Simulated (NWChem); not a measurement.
Everything below was run with NWChem. System: GeSe, charge 0, spin multiplicity 1, at a geometry optimised with PBE/def2-SVP. The structure started from a generated list of species. Level: B2PLYP/def2-TZVP, 18 core orbitals frozen.

The NWChem input:

```
start mol
memory heap 200 mb stack 900 mb global 1100 mb
geometry units angstroms nocenter noautoz
  Ge     0.000000     0.000000     1.117335
  Se     0.000000     0.000000    -1.051609
  symmetry group C2v
end
basis spherical
  * library def2-tzvp
end
dft
  xc hfexch 0.53 becke88 0.47 lyp 0.73 mp2 0.27
  dftmp2
  semidirect memsize 60000000 filesize 0
  iterations 100
end
mp2
  freeze core 18
end
task dft energy
```

Output (cleaned and shortened):

```
             Northwest Computational Chemistry Package (NWChem) 7.3.0
             --------------------------------------------------------

                                NWChem Input Module
                                -------------------

 Scaling coordinates for geometry "geometry" by  1.889725989
 (inverse scale =  0.529177249)

 Turning off AUTOSYM since
 SYMMETRY directive was detected!

                             Geometry "geometry" -> ""
                             -------------------------

 Output coordinates in angstroms (scale by  1.889725989 to convert to a.u.)

  No.       Tag          Charge          X              Y              Z
 ---- ---------------- ---------- -------------- -------------- --------------
    1 Ge                  32.0000     0.00000000     0.00000000     1.11733500
    2 Se                  34.0000     0.00000000     0.00000000    -1.05160900

 Effective nuclear repulsion energy (a.u.)     265.4493831614

            Nuclear Dipole moment (a.u.)
            ----------------------------
        X                 Y               Z
 ---------------- ---------------- ----------------
     0.0000000000     0.0000000000     0.0000264562

      Symmetry information
      --------------------

 Group name             C2v
 Group number             16
 Group order               4
 No. of unique centers     2

      Symmetry unique atoms

     1    2


 Summary of "ao basis" -> "" (spherical)
 ------------------------------------------------------------------------------
       Tag                 Description            Shells   Functions and Types
 ---------------- ------------------------------  ------  ---------------------
 *                         def2-tzvp                  on all atoms

  dft_input: which_mp2 not specified, using semidirect MP2 by default.

                                 NWChem DFT Module
                                 -----------------

 Summary of "ao basis" -> "ao basis" (spherical)
 ------------------------------------------------------------------------------
       Tag                 Description            Shells   Functions and Types
 ---------------- ------------------------------  ------  ---------------------
 Ge                        def2-tzvp                16       48   6s5p4d1f
 Se                        def2-tzvp                16       48   6s5p4d1f

 Summary of "ao basis" -> "ao basis" (spherical)
 ------------------------------------------------------------------------------
       Tag                 Description            Shells   Functions and Types
 ---------------- ------------------------------  ------  ---------------------
 Ge                        def2-tzvp                16       48   6s5p4d1f
 Se                        def2-tzvp                16       48   6s5p4d1f

      Symmetry analysis of basis
      --------------------------

        a1         42
        a2         10
        b1         22
        b2         22

            General Information
            -------------------
          SCF calculation type: DFT
          Wavefunction type:  closed shell.
          No. of atoms     :     2
          No. of electrons :    66
           Alpha electrons :    33
            Beta electrons :    33
          Charge           :     0
          Spin multiplicity:     1
          Use of symmetry is: on ; symmetry adaption is: on
          Maximum number of iterations: 100
          AO basis - number of functions:    96
                     number of shells:    32
[...]
              MO Center=  1.7D-18,  6.5D-17, -5.6D-01, r^2= 2.4D+00
   Bfn.  Coefficient  Atom+Function         Bfn.  Coefficient  Atom+Function
  ----- ------------  ---------------      ----- ------------  ---------------
    65      0.428036  2 Se py                59     -0.281807  2 Se py
    68      0.282606  2 Se py                62      0.246229  2 Se py
    17      0.216337  1 Ge py                20      0.191751  1 Ge py
    11     -0.096324  1 Ge py                56      0.085872  2 Se py
    23      0.041327  1 Ge d -1               8      0.037489  1 Ge py

 Vector   34  Occ=0.000000D+00  E=-5.258965D-02  Symmetry=b1
              MO Center= -3.7D-18, -3.7D-19,  7.2D-01, r^2= 3.9D+00
   Bfn.  Coefficient  Atom+Function         Bfn.  Coefficient  Atom+Function
  ----- ------------  ---------------      ----- ------------  ---------------
    19      0.698983  1 Ge px                16      0.392974  1 Ge px
    67     -0.343589  2 Se px                64     -0.235314  2 Se px
    10     -0.182006  1 Ge px                58      0.160551  2 Se px
    61     -0.149828  2 Se px                 7      0.070001  1 Ge px
    55     -0.048640  2 Se px                13     -0.043647  1 Ge px

 Vector   35  Occ=0.000000D+00  E=-5.258965D-02  Symmetry=b2
              MO Center=  5.3D-20, -2.6D-18,  7.2D-01, r^2= 3.9D+00
   Bfn.  Coefficient  Atom+Function         Bfn.  Coefficient  Atom+Function
  ----- ------------  ---------------      ----- ------------  ---------------
    20      0.698983  1 Ge py                17      0.392974  1 Ge py
    68     -0.343589  2 Se py                65     -0.235314  2 Se py
    11     -0.182006  1 Ge py                59      0.160551  2 Se py
    62     -0.149828  2 Se py                 8      0.070001  1 Ge py
    56     -0.048640  2 Se py                14     -0.043647  1 Ge py

 Vector   36  Occ=0.000000D+00  E= 7.423425D-02  Symmetry=a1
              MO Center=  4.7D-31,  4.5D-31,  3.0D-01, r^2= 6.9D+00
   Bfn.  Coefficient  Atom+Function         Bfn.  Coefficient  Atom+Function
  ----- ------------  ---------------      ----- ------------  ---------------
    21      1.477732  1 Ge pz                54      1.377093  2 Se s
     6     -1.258718  1 Ge s                 69      1.103424  2 Se pz
    66      0.286962  2 Se pz                18      0.227184  1 Ge pz
    60     -0.123594  2 Se pz                51     -0.110720  2 Se s
     5     -0.109534  1 Ge s                  4      0.105078  1 Ge s

 center of mass
 --------------
 x =   0.00000000 y =   0.00000000 z =  -0.00489207

 moments of inertia (a.u.)
 ------------------
         641.220789956950           0.000000000000           0.000000000000
           0.000000000000         641.220789956950           0.000000000000
           0.000000000000           0.000000000000           0.000000000000

     Multipole analysis of the density
     ---------------------------------

     L   x y z        total         alpha         beta         nuclear
     -   - - -        -----         -----         ----         -------
     0   0 0 0     -0.000000    -33.000000    -33.000000     66.000000

     1   1 0 0     -0.000000     -0.000000     -0.000000      0.000000
     1   0 1 0     -0.000000     -0.000000     -0.000000      0.000000
     1   0 0 1      0.916627      0.458300      0.458300      0.000026

     2   2 0 0    -26.233743    -13.116872    -13.116872      0.000000
     2   1 1 0      0.000000      0.000000      0.000000      0.000000
     2   1 0 1     -0.000000     -0.000000     -0.000000      0.000000
     2   0 2 0    -26.233743    -13.116872    -13.116872      0.000000
     2   0 1 1     -0.000000     -0.000000     -0.000000      0.000000
     2   0 0 2    -26.097686   -151.516810   -151.516810    276.935933

                   NWChem MP2 Semi-direct Energy/Gradient Module
                   ---------------------------------------------

  Basis functions       =     96
  Molecular orbitals    =     96
  Frozen core           =     18
  Frozen virtuals       =      0
  Active alpha occupied =     15
  Active beta occupied  =     15
  Active alpha virtual  =     63
  Active beta virtual   =     63
  Use MO symmetry       = T
  Use skeleton AO sym   = T

  AO/Fock/Back tols     =   1.0D-09  1.0D-09  1.0D-09

 GA uses MA = F    GA memory limited = T

 Available:
  local mem=  4.43D+07
 global mem=  1.44D+08
 local disk=  0.00D+00
  mp2_memr nvloc                    63
  nvloc new                    63
   1 passes of  15:        4194304                      66031                  14573940.
   1 passes of  15: M     44319845           G      144160768           F      40125541.

 Semi-direct pass number   1 of   1  for RHF alpha+beta  at        8.6s
  vrange nnbf                  4531
  mp2_eaftype                    55  avail_ma_in_mb                   386
 EAF : mp2_eaftype filesize          55    7286970.
  mp2_eaf for mointskh                     55
Node 0 wrote     34.3 Mb in      0.0 s     Agg I/O rate:   901.2 Mb/s
 Done moints_semi at       16.8s
  mp2_eaftype                    55  avail_ma_in_mb                   386
 EAF : mp2_eaftype filesize          55    7286970.
  mp2_eaf for kh                    55
 Done maket at       16.9s
 Done multipass loop at       16.9s

          -------------------------------------------
          DFT energy                   -4477.692614509606
          Unscaled MP2 energy             -0.600221815983
          Total DFT+MP2 energy         -4477.854674399921
          -------------------------------------------

 -----------------------
 Performance information
 -----------------------

 Timer overhead =  1.72D-07 seconds/call

               Nr. of calls         CPU time (s)                 Wall time (s)                GFlops
             ---------------    -------------------     ------------------------------   -------------------
Name         Min   Avg   Max    Min     Avg     Max     Min     Avg     Max   Mx/calls   Min     Max     Sum
mp2: moin     1     1     1    8.1     8.1     8.1      8.1     8.1     8.1     8.1      0.0     0.0     0.0
mp2: make     1     1     1   0.13    0.13    0.13     0.13    0.13    0.13    0.13      0.0     0.0     0.0
mp2: tota     1     1     1    8.4     8.4     8.4      8.4     8.4     8.4     8.4      0.0     0.0     0.0

 The average no. of pstat calls per process was 3.00D+00
 with a timing overhead of 5.16D-07s

 Task  times  cpu:       16.9s     wall:       16.9s

 Total times  cpu:       16.9s     wall:       16.9s
```
